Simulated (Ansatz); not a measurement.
Species: YBr₂ (charge 0, doublet). The spin state was set by rule; other spins were not relaxed. 
Coordinates optimised at B3LYP-D3(BJ)/def2-TZVP (Ansatz, a quantum-chemistry and plane-wave program):
SMILES: [Br][Y][Br]
```xyz
3

Y      0.4311     0.3803     0.4286
Br    -0.4145     1.6220    -1.6906
Br    -0.0658    -2.0458     1.2130
```
Charge 0, spin multiplicity 2.

Basis-set convergence of Hartree-Fock and CCSD(T) correlation energies (hartree) with Ansatz. Valence correlation only, unless marked. UHF or UKS for open shells. Spin-orbit coupling is left out. The frozen core is the preceding noble-gas configuration, with the filled d and f shells of earlier blocks. In def2 rows, elements after Kr have scalar-relativistic effective core potentials.

| basis | functions | E(HF) | E(corr, CCSD(T)) |
|---|---|---|---|
| def2-SVP | 95 | -5182.25740 | -0.30180 |
| def2-TZVPP | 152 | … | … |

Q: What belongs in the gaps?

A: 
- def2-TZVPP, E(HF): -5182.89836
- def2-TZVPP, E(corr, CCSD(T)): -0.40555
